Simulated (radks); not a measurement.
The iron ion Fe3+, 23 electrons, occupied as [Ar] 3d4 4s1 (not the ground configuration).

All-electron calculation, scalar-relativistic Kohn-Sham, r2SCAN, spin-unpolarised, spherical densities, finite nucleus; meta-GGA in the generalised Kohn-Sham scheme; Fermi nuclear charge, rms radius 3.7377 fm. Program: a radial shooting solver on a logarithmic mesh with Libxc functionals.

Energy parts (eV):
part                      energy
total                 -34556.351
kinetic                34974.115
electron-nucleus      -81583.528
Hartree                13530.185
exchange-correlation   -1477.123

Orbitals (lengths in bohr, moments of r in powers of bohr; <r^-3> diverges for s and p1/2; r(max) is where P^2 peaks; r(90%) holds 90 % of the orbital's charge):
orbital  occ.  eigenvalue (eV)  r(90%)   r(max)  <r^-3>   <1/r>
1s          2        -7070.908   0.104  0.03827       -   25.97
2s          2        -877.7614   0.413   0.2221       -   5.577
2p          6        -753.5484   0.385   0.1799   481.0   5.455
3s          2        -142.9126    1.18   0.6951       -   1.777
3p          6        -107.0454    1.27   0.7056   62.79   1.646
3d          4         -50.6948    1.55   0.6820   6.159   1.364
4s          1         -33.7044    3.19    1.987       -  0.5975

The highest occupied level is 4s at -33.704 eV. The electron density at the nucleus is 1.521e+04 e/bohr^3 (large components only).
